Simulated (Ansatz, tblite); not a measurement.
Forces on WO2(OH)2 (WO₄H₂) at its PBE-D4/def2-SVP geometry. Total charge 0; singlet.

In the def2 sets W takes a core potential; there is no spin–orbit coupling. The xTB rows come from tblite.

GFN1-xTB (tblite), largest force 2.04 eV/Å:

```xyz
7
positions Å, forces eV/Å
W     0.307    0.036    0.116    0.252    0.030    0.097
O     0.933   -0.666    1.564   -0.925    0.762   -1.443
O     1.573    0.955   -0.614   -1.469   -1.038    0.535
O    -1.129    1.207    0.537    1.330   -1.476    0.462
H    -1.531    1.318    1.418    0.160    0.100   -0.707
O    -0.231   -1.363   -1.053    0.983    1.740    0.414
H     0.078   -1.486   -1.969   -0.331   -0.118    0.643
```

GFN2-xTB (tblite), largest force 1.61 eV/Å:

```
W 1.493 0.173 0.568
O -0.700 0.487 -0.780
O -0.925 -0.675 0.163
O 0.124 -0.364 0.289
H -0.108 0.164 -0.072
O 0.210 0.402 -0.163
H -0.095 -0.187 -0.005
```

B97M-V/def2-TZVP (Ansatz), largest force 0.93 eV/Å:

```
W 0.797 0.092 0.303
O -0.401 0.333 -0.764
O -0.728 -0.463 0.336
O -0.084 -0.143 0.561
H 0.378 -0.149 -0.741
O 0.282 0.164 -0.488
H -0.243 0.166 0.792
```
